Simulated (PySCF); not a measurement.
## Charge-transfer reorganisation: `OC1=C/C=C\C=C/C=C\1`, C8H8O

Geometry (Å), atoms numbered from 1 in this order:
```xyz
17

O     2.302    1.330    0.459
C     1.267    0.534    0.048
C     1.304   -0.825    0.155
C     0.318   -1.799   -0.321
C    -1.030   -1.813   -0.141
C    -1.846   -0.863    0.629
C    -1.862    0.491    0.547
C    -1.102    1.339   -0.388
C     0.230    1.354   -0.618
H     2.997    0.757    0.855
H     2.241   -1.262    0.561
H     0.752   -2.682   -0.833
H    -1.575   -2.696   -0.527
H    -2.580   -1.330    1.316
H    -2.601    1.029    1.173
H    -1.706    2.095   -0.928
H     0.638    2.111   -1.316
```

Theory: PySCF 2.14.0, UKS PBE/def2-SV(P) four-point reorganisation energy, gas phase. Geometry: PBE/def2-SV(P).

The conformer changes in this relaxation, which adds to the reorganisation energy.

(1) What is the inner reorganisation energy for hole transfer, with the ionisation energy?

Results:

(1) λ = 0.406 (surface of the oxidised species) + 0.588 (surface of the starting species) = 0.994 eV. The ionisation energy is 7.29 eV vertical and 6.88 eV adiabatic without zero-point energy; at the relaxed geometry of the oxidised species the two energies differ by 6.30 eV. Largest bond changes: C2–C3 1.364 → 1.426 Å, C3–C4 1.465 → 1.404 Å, C5–C6 1.470 → 1.417 Å, C4–C5 1.361 → 1.412 Å, C6–C7 1.357 → 1.402 Å. ⟨S²⟩ of the relaxed oxidised species 0.764.

The conformer changes in this relaxation, which adds to the reorganisation energy.

Q: What is the inner reorganisation energy for electron transfer, with the electron affinity?

A: λ = 0.954 (surface of the reduced species) + 0.617 (surface of the starting species) = 1.571 eV. The electron affinity is -0.27 eV vertical and 0.68 eV adiabatic without zero-point energy; at the relaxed geometry of the reduced species the two energies differ by 1.30 eV. Largest bond changes: C8–C9 1.352 → 1.406 Å, C9–C2 1.481 → 1.427 Å, C6–C7 1.357 → 1.409 Å, C2–C3 1.364 → 1.414 Å, C4–C5 1.361 → 1.408 Å. ⟨S²⟩ of the relaxed reduced species 0.759.

The highest occupied orbital of the reduced species is unbound in this basis, so its energies are rough.
